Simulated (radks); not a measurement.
Task: Hf+, configuration [Xe] 4f14 5d1 6s2. All-electron calculation, Dirac Kohn-Sham, PBE, spin-unpolarised, spherical densities, finite nucleus; open shells fill j = l - 1/2 first; Fermi nuclear charge, rms radius 5.347 fm. Program: a radial shooting solver on a logarithmic mesh with Libxc functionals. Some entries of the table are withheld. Estimate them.

| orbital | occ. | eigenvalue (eV) | <r^2> (bohr^2) |
|---|---|---|---|
| 1s1/2 | 2 | -65187.39 | 0.0004952 |
| 2s1/2 | 2 | -11149.25 | 0.007584 |
| 2p1/2 | 2 | -10650.73 | 0.005433 |
| 2p3/2 | 4 | -9458.933 | 0.006639 |
| 3s1/2 | 2 | -2547.310 | 0.04968 |
| 3p1/2 | 2 | -2325.838 | (1) |
| 3p3/2 | 4 | -2070.432 | (2) |
| 3d3/2 | 4 | -1694.869 | 0.04080 |
| 3d5/2 | 6 | -1639.162 | 0.04263 |
| 4s1/2 | 2 | -520.4548 | 0.2478 |
| 4p1/2 | 2 | -429.6376 | (3) |
| 4p3/2 | 4 | -371.2036 | (4) |
| 4d3/2 | 4 | -221.8013 | (5) |
| 4d5/2 | 6 | -211.1010 | (6) |
| 5s1/2 | 2 | -76.0025 | 1.446 |
| 5p1/2 | 2 | -50.2217 | 1.804 |
| 5p3/2 | 4 | -42.3676 | 2.124 |
| 4f5/2 | 6 | -26.9210 | 0.5783 |
| 4f7/2 | 8 | -25.1757 | 0.6023 |
| 6s1/2 | 2 | -11.8077 | 10.96 |
| 5d3/2 | 1 | -10.9406 | 5.442 |
| 5d5/2 | 0 | -10.3781 | 5.827 |

Result: 
(1) 3p1/2 <r^2> (bohr^2): 0.04570
(2) 3p3/2 <r^2> (bohr^2): 0.05237
(3) 4p1/2 <r^2> (bohr^2): 0.2567
(4) 4p3/2 <r^2> (bohr^2): 0.2932
(5) 4d3/2 <r^2> (bohr^2): 0.3245
(6) 4d5/2 <r^2> (bohr^2): 0.3386
